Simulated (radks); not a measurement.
Charge is removed step by step from the 2p down level of Cl, starting from [He] 2s2 2p(up 3, down 3) 3s2 3p5. Calculated with a radial shooting solver on a logarithmic mesh with Libxc functionals: scalar-relativistic Kohn-Sham, BLYP, spin-polarised, spherical densities, finite nucleus; open shells are filled with parallel spins first; Fermi nuclear charge, rms radius 3.3654 fm.

| removed (e) | E - E(0) (eV) | eigenvalue (eV) | E minus straight line (eV) |
|---|---|---|---|
| 0 | 0.000 | -191.59 | 0.000 |
| 0.1 | 19.323 | -194.96 | -1.574 |
| 0.2 | 38.986 | -198.38 | -2.809 |
| 0.3 | 58.992 | -201.84 | -3.700 |
| 0.4 | 79.346 | -205.33 | -4.244 |
| 0.5 | 100.05 | -208.86 | -4.436 |
| 0.6 | 121.11 | -212.43 | -4.273 |
| 0.7 | 142.53 | -216.04 | -3.751 |
| 0.8 | 164.31 | -219.68 | -2.867 |
| 0.9 | 186.46 | -223.35 | -1.618 |
| 1 | 208.97 | -227.05 | 0.000 |

Removing the whole electron costs 208.97 eV by Delta-SCF, against 191.59 eV from minus the eigenvalue at the starting occupation. Slater's transition state (half an electron removed) gives 208.86 eV. Integrating minus the eigenvalue over the occupation (Janak's theorem) gives 209.02 eV. In this scalar-relativistic scheme the density is built from large components alone, so the theorem holds only approximately. The mean slope of the eigenvalue, de/dn, is 35.5 eV per electron.
